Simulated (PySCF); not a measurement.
A run for PySCF: R-B3LYP/6-31G* on H2S (SMILES S) with ghost functions, monomers drawn apart or pushed together.

```python
from pyscf import gto, scf, dft, mp
from pyscf.data.elements import chemcore

mol = gto.M(
    atom='''
    S     0.63411166   -1.26095888    3.18178226
    H     0.05599704   -0.45633517    4.08938845
    H    -0.48474852   -1.98673925    3.01814503
    ghost-F   -0.32197108    1.22989124    0.10261259
    ghost-H   -0.03851373    0.65189799    0.78659770
    ''',
    basis='6-31g*',
    cart=True,
    charge=0, spin=0, verbose=3, max_memory=1800)
mf = dft.RKS(mol, xc='b3lyp')
mf.conv_tol = 1e-8
mf.max_cycle = 100
mf.kernel()
if not mf.converged:
    mf = mf.newton().run(mf.mo_coeff, mf.mo_occ)
```

**Question.** What total energy does the run end on?

**Answer.** -399.3856 hartree.
